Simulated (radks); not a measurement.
Values are calculated unless marked as measured or tabulated.
Question: Ionisation ladder of manganese, from Mn3+ to Mn5+. Each ion is in the ground configuration listed by NIST, and IE = E(next ion) - E(this ion). Level of theory: scalar-relativistic Kohn-Sham, LDA (Slater exchange, Perdew-Wang correlation), spin-unpolarised, spherical densities, finite nucleus; Fermi nuclear charge, rms radius 3.7057 fm (a radial shooting solver on a logarithmic mesh with Libxc functionals).

species  configuration  IE, Delta-SCF (eV)  -e(HOMO) (eV)  HOMO  <r> HOMO (bohr)
Mn3+          [Ar] 3d4              51.047         41.493    3d             1.04
Mn4+          [Ar] 3d3              71.727         61.010    3d            0.966
Mn5+          [Ar] 3d2                   ?         82.808    3d            0.906

Estimate the withheld Delta-SCF values.

Answer: Mn5+: 94.566 eV (NIST 95.60).

Beside tabulated values, note that spin-unpolarised runs miss the spin-polarisation part of the exchange energy of open shells.
